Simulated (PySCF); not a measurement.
AlB$_{2}$FH$_{3}$, AlB$_{2}$H$_{5}$O, CH$_{5}$Al$_{2}$B, CH$_{6}$AlBO and others (calculated)

All values are calculated (PySCF 2.14.0). Calculation on a computer-drawn molecule: the log of a Hartree-Fock and frozen-core CCSD(T) single point meant for a local Hartree-Fock minimum, with one planted fault or none, to be diagnosed. Offsets are logged minus clean, where the clean run is the same molecule without the fault. The reference is restricted for singlets and unrestricted otherwise, and also for a bond in bohr or an excited solution. Adding or removing an electron swaps singlet and doublet. The excited solution moves the top pair (singlet) or top alpha electron (doublet) to the lowest empty orbital. Highest occupied and lowest empty are orbital energies over both spins, largest force is the largest gradient component, triples share is (T) over the correlation energy, the T1 limit is 0.02 restricted and 0.045 unrestricted, electrons count all cores, a negative frequency is imaginary (commonest isotopes), and the dipole is about the centre of nuclear charge.

Common to all runs: meant multiplicity 1; meant basis cc-pV(D+d)Z; logged SCF converged yes; logged CC converged yes; logged SCF stable within its kind yes; possible faults no fault, one electron removed, one electron added, multiplicity raised by two, geometry at a saddle point, SCF held on an excited solution, minimal basis STO-3G, one bond length entered in bohr, all coordinates scaled.

(1) AlB$_{2}$FH$_{3}$

Logged structure:
```xyz
7
AlB2FH3
B      2.0548    -0.0032    -2.1250
Al     1.5328    -1.6533    -0.8552
B      3.2469    -2.2372     0.6072
F      4.1403    -2.5624     1.3888
H      2.5768    -0.2040    -3.1795
H      1.8274     1.1145    -1.7731
H      0.4321    -2.6867    -0.4714
```

- meant charge: 1
- logged electrons: 34
- logged basis functions: 80
- logged spin squared: 2.0188
- logged highest occupied: -12.471 eV
- logged lowest empty: -6.3878 eV
- logged largest force: 0.026335 hartree/bohr
- logged T1 diagnostic: 0.02123
- logged D1 diagnostic: 0.07142
- logged triples share: 0.0248
- logged dipole magnitude: 2.0533 debye
- logged energy HF: -392.08811 hartree
- logged energy CCSD(T): -392.51095 hartree
- planted fault: multiplicity raised by two
- HF energy offset from clean run: 68.07 kcal/mol
- CCSD(T) energy offset from clean run: 73.43 kcal/mol

Drawn bonds:
| atom | other atom | order |
| --- | --- | --- |
| 1 | 2 | 1 |
| 2 | 3 | 1 |
| 3 | 4 | 1 |
| 1 | 5 | 1 |
| 1 | 6 | 1 |
| 2 | 7 | 1 |

(2) AlB$_{2}$H$_{5}$O

Logged structure:
```xyz
9
AlB2H5O
B     -0.5254    -0.3236    -1.3288
Al    -0.1925     1.4726    -0.1935
B     -1.7662     2.6920     0.7340
O     -1.5041     3.8177     1.4397
H     -0.5524    -1.4191    -0.8254
H     -0.8555    -0.3155    -3.5835
H      1.3197     1.9664    -0.0050
H     -2.9436     2.4281     0.6667
H     -0.5874     4.0382     1.5019
```

* meant charge: 0
* logged electrons: 36
* logged basis functions: 90
* logged spin squared: 0.6786
* logged highest occupied: -8.9143 eV
* logged lowest empty: 0.45395 eV
* logged largest force: 0.022165 hartree/bohr
* logged T1 diagnostic: 0.060124
* logged D1 diagnostic: 0.26178
* logged triples share: 0.030644
* logged dipole magnitude: 1.5505 debye
* logged energy HF: -368.928 hartree
* logged energy CCSD(T): -369.40278 hartree
* planted fault: one bond length entered in bohr, row 5 of the drawn bonds
* HF energy offset from clean run: 70.69 kcal/mol
* CCSD(T) energy offset from clean run: 71.17 kcal/mol

Drawn bonds:
| atom | other atom | order |
| --- | --- | --- |
| 1 | 2 | 1 |
| 2 | 3 | 1 |
| 3 | 4 | 1 |
| 1 | 5 | 1 |
| 1 | 6 | 1 |
| 2 | 7 | 1 |
| 3 | 8 | 1 |
| 4 | 9 | 1 |

Notes: T1 above single-reference limit.

(3) CH$_{5}$Al$_{2}$B

Logged structure:
```xyz
9
CH5Al2B
B      0.5635    -2.8645    -2.0354
Al    -0.3993    -1.0173    -1.4904
C      0.5758     0.5324    -0.8086
Al     0.7708     0.9616     1.1266
H      0.8113    -3.7354    -1.2379
H      0.8989    -3.1201    -3.1653
H     -1.9872    -0.9152    -1.5912
H      0.0862     1.4387    -1.2119
H      1.6120     0.5214    -1.1911
```

- meant charge: 0
- logged electrons: 42
- logged basis functions: 33
- logged spin squared: 0
- logged highest occupied: -3.6309 eV
- logged lowest empty: 7.6387 eV
- logged largest force: 0.045512 hartree/bohr
- logged T1 diagnostic: 0.010482
- logged D1 diagnostic: 0.027659
- logged triples share: 0.011206
- logged dipole magnitude: 2.0213 debye
- logged energy HF: -542.62622 hartree
- logged energy CCSD(T): -542.81816 hartree
- planted fault: minimal basis STO-3G
- HF energy offset from clean run: 4150 kcal/mol
- CCSD(T) energy offset from clean run: 4284 kcal/mol

Drawn bonds:
| atom | other atom | order |
| --- | --- | --- |
| 1 | 2 | 1 |
| 2 | 3 | 1 |
| 3 | 4 | 1 |
| 1 | 5 | 1 |
| 1 | 6 | 1 |
| 2 | 7 | 1 |
| 3 | 8 | 1 |
| 3 | 9 | 1 |

(4) CH$_{6}$AlBO

Logged structure:
```xyz
10
CH6AlBO
B      1.1020     3.0519     1.4443
Al     0.9781     1.4854     2.9030
O      0.2981     0.0214     2.4118
C     -0.0097    -1.2370     2.9169
H      0.2204     3.8559     1.2803
H      2.0599     3.1995     0.7294
H      1.4766     1.6015     4.4065
H      0.2664    -1.3379     3.9721
H     -1.0820    -1.4281     2.8261
H      0.5180    -2.0097     2.3520
```

- meant charge: 0
- logged electrons: 37
- logged basis functions: 95
- logged spin squared: 0.786
- logged highest occupied: -16.368 eV
- logged lowest empty: -7.9403 eV
- logged largest force: 0.075704 hartree/bohr
- logged T1 diagnostic: 0.041477
- logged D1 diagnostic: 0.24836
- logged triples share: 0.026524
- logged dipole magnitude: 6.3887 debye
- logged energy HF: -382.49805 hartree
- logged energy CCSD(T): -383.01225 hartree
- planted fault: one electron removed
- HF energy offset from clean run: 208.2 kcal/mol
- CCSD(T) energy offset from clean run: 220.5 kcal/mol

Drawn bonds:
| atom | other atom | order |
| --- | --- | --- |
| 1 | 2 | 1 |
| 2 | 3 | 1 |
| 3 | 4 | 1 |
| 1 | 5 | 1 |
| 1 | 6 | 1 |
| 2 | 7 | 1 |
| 4 | 8 | 1 |
| 4 | 9 | 1 |
| 4 | 10 | 1 |

(5) C$_{2}$H$_{8}$AlB

Logged structure:
```xyz
12
C2H8AlB
B     -0.6080     1.6109     2.7952
Al     0.1821     1.2752     0.8177
C      2.0777     0.7798     0.5561
C     -0.9710     1.4571    -0.7774
H     -1.0738     0.7308     3.4776
H     -0.6253     2.6967     3.3223
H      2.7252     1.0589     1.3939
H      2.1634    -0.3097     0.4390
H      2.4965     1.2221    -0.3552
H     -0.7158     0.7281    -1.5551
H     -2.0400     1.3589    -0.5615
H     -0.8284     2.4505    -1.2256
```

* meant charge: 0
* logged electrons: 38
* logged basis functions: 105
* logged spin squared: 0
* logged highest occupied: -9.6694 eV
* logged lowest empty: 1.643 eV
* logged largest force: 3.535e-05 hartree/bohr
* logged lowest frequency: 20.662 cm⁻¹
* logged T1 diagnostic: 0.0095994
* logged D1 diagnostic: 0.025004
* logged triples share: 0.025658
* logged dipole magnitude: 0.34191 debye
* logged energy HF: -346.96751 hartree
* logged energy CCSD(T): -347.48335 hartree
* planted fault: no fault
* HF energy offset from clean run: 0 kcal/mol
* CCSD(T) energy offset from clean run: 0 kcal/mol

Drawn bonds:
| atom | other atom | order |
| --- | --- | --- |
| 1 | 2 | 1 |
| 2 | 3 | 1 |
| 2 | 4 | 1 |
| 1 | 5 | 1 |
| 1 | 6 | 1 |
| 3 | 7 | 1 |
| 3 | 8 | 1 |
| 3 | 9 | 1 |
| 4 | 10 | 1 |
| 4 | 11 | 1 |
| 4 | 12 | 1 |
